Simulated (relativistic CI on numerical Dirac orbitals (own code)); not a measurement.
K17+: sensitivity of the levels to the model

Base calculation: Dirac-Coulomb-Breit CI, orbitals from a KLI potential per configuration, a model potential for QED, unscaled Slater integrals.

CI space: 1s2, 1s 2s, 1s 2p, 1s 3s, 1s 3p, 1s 3d, 1s 4s, 1s 4p, 1s 4d, 1s 4f, 1s 5s, 1s 5p, 1s 5d, 1s 5f, 1s 5g, 1s 6s, 1s 6p, 1s 6d. Levels of other configurations are missing.

The lowest level and the first level of each name with at least 55 % of one term (blank where a level has no safe partner in the second run):

| Level | Base (eV) | Shift (eV) |
| --- | --- | --- |
| 1s2 1S_0 | 0.00 | 0.00 |
| 1s 2s 3S_1 | 3470.94 | +2.38 |
| 1s 2p 3P°_0 | 3490.94 | +1.54 |
| 1s 2p 3P°_1 | 3491.74 | +2.12 |
| 1s 2s 1S_0 | 3492.73 | +1.93 |
| 1s 2p 3P°_2 | 3495.24 | +2.33 |
| 1s 2p 1P°_1 | 3509.65 | +2.40 |
| 1s 3s 3S_1 | 4108.99 | +2.38 |
| 1s 3p 3P°_0 | 4114.51 | +2.15 |
| 1s 3p 3P°_1 | 4114.75 | +2.31 |
| 1s 3s 1S_0 | 4114.83 | +2.24 |
| 1s 3p 3P°_2 | 4115.79 | +2.37 |
| 1s 3d 3D_2 | 4118.80 | +2.39 |
| 1s 3d 3D_1 | 4118.81 | +2.33 |
| 1s 3d 3D_3 | 4119.22 | +2.39 |
| 1s 3d 1D_2 | 4119.39 | +2.35 |
| 1s 3p 1P°_1 | 4119.79 | +2.37 |
| 1s 4s 3S_1 | 4329.41 | +2.38 |
| 1s 4p 3P°_0 | 4331.69 | +2.28 |
| 1s 4p 3P°_1 | 4331.79 | +2.35 |
| 1s 4s 1S_0 | 4331.81 | +2.32 |
| 1s 4p 3P°_2 | 4332.22 | +2.37 |

At this charge energies of transitions that change n are usually good to better than 1 %, and those within a shell (Δn = 0) to a few per cent.

(1) One thing was changed in a second run, which moved the levels as shown. Which?
A. QED terms removed
B. configuration mixing switched off
C. one mean potential for all configurations
D. Breit term removed

## Answers

(1) D. Breit term removed. The Breit term mainly narrows fine-structure intervals, so removing it widens them.

LS names give the leading component of a level, which can be under half, so a name can repeat, a term be missing and a line seem to break the LS rules.
